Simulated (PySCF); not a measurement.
# A search over the determinants of CuH

Unrestricted PBE0; basis Cu def2-TZVPPD, H def2-TZVPPD; no relativity; PySCF 2.14. Outer shells of the fragments: Cu 3d10 4s1; H 1s1.

Followed along the bond (rough minima from three points):

```tsv
2Ms+1	unpaired	⟨S²⟩ at the start	R at minimum (Å)	Te (eV)
1	none	0.00	1.48	0.00
3	σ ↑↑	2.00	none in the scan	≤ 2.27
```

Solutions found at the starting distance of 1.455 Å, counted from the lowest of them; the search is not exhaustive and high or unbound solutions are not listed, so other states can lie among these:

| 2Ms+1 | unpaired | term | E (eV) | ⟨S²⟩ | ⟨Lz²⟩ | μ (D) |
| --- | --- | --- | --- | --- | --- | --- |
| 1 | none | ¹Σ⁺ | 0.00 | 0.00 | 0.00 | -2.82 |
| 3 | σ ↑↑ | ³Σ⁺ | 2.32 | 2.00 | 0.00 | 0.69 |
| 3 | σ ↑, π ↑ | ³Π | 3.44 | 2.00 | 1.00 | -0.22 |
| 3 | σ ↑, δ ↑ | ³Δ | 3.48 | 2.00 | 4.00 | -0.28 |
| 1 | σ ↑, δ ↓ | mixed | 3.55 | 1.01 | 4.00 | -0.10 |
| 1 | σ ↑, π ↓ | mixed | 3.56 | 1.01 | 1.00 | -0.16 |

A term symbol is given only where ⟨S²⟩ and ⟨Lz²⟩ are close to those of a pure state; real π, δ and φ orbitals otherwise mix terms. A positive dipole means Cu(−)H(+).

Counting both spins, an empty level lies below a filled one in some of these solutions, because spin and occupation are held.
